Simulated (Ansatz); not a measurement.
One change: `[O]=[V]([OH])([OH])[Cl]` becomes `[O]=[V]([OH])([OH])[F]`.

Ansatz, PBE0-D4/def2-TZVP geometries, multiplicity 1. Each molecule was computed in one conformer, which needn't be the lowest.

Scalar relativity is left out up to krypton.

```
                                                                                  property  `[O]=[V]([OH])([OH])[Cl]`
                                        size of the dipole moment (ωB97M-V/def2-TZVPP) / D                       2.35
                                                         LUMO energy (PBE/def2-TZVPP) / eV                      -3.86
ideal-gas entropy at 298 K and 1 bar (rigid rotor, harmonic PBE0-D4/def2-TZVP) / J/(mol·K)                        340
                                                        LUMO energy (PBE0/def2-TZVPP) / eV                      -3.04
                                                       HOMO–LUMO gap (PBE/def2-TZVPP) / eV                       3.80
                                                       HOMO energy (B3LYP/def2-TZVPP) / eV                      -8.85
```

**Question.** Give the same properties after the change, and the shifts. (Best estimate.)

**Answer.** Computed: 
| property | `[O]=[V]([OH])([OH])[F]` | shift |
| --- | --- | --- |
| size of the dipole moment (ωB97M-V/def2-TZVPP) / D | 2.32 | -0.03 |
| LUMO energy (PBE/def2-TZVPP) / eV | -3.67 | 0.19 |
| ideal-gas entropy at 298 K and 1 bar (rigid rotor, harmonic PBE0-D4/def2-TZVP) / J/(mol·K) | 328 | -12 |
| LUMO energy (PBE0/def2-TZVPP) / eV | -2.82 | 0.22 |
| HOMO–LUMO gap (PBE/def2-TZVPP) / eV | 4.58 | 0.78 |
| HOMO energy (B3LYP/def2-TZVPP) / eV | -9.70 | -0.85 |

With PBE0 the HOMO falls by 0.82 eV and the LUMO rises by 0.22 eV, so the gap widens by about 1.04 eV. PBE moves the HOMO by -0.59 eV and ωB97M-V by -0.97 eV. Dipoles are sizes alone; their direction can turn.

B3LYP here is the variant with VWN-RPA as its local correlation; programs differ in this.
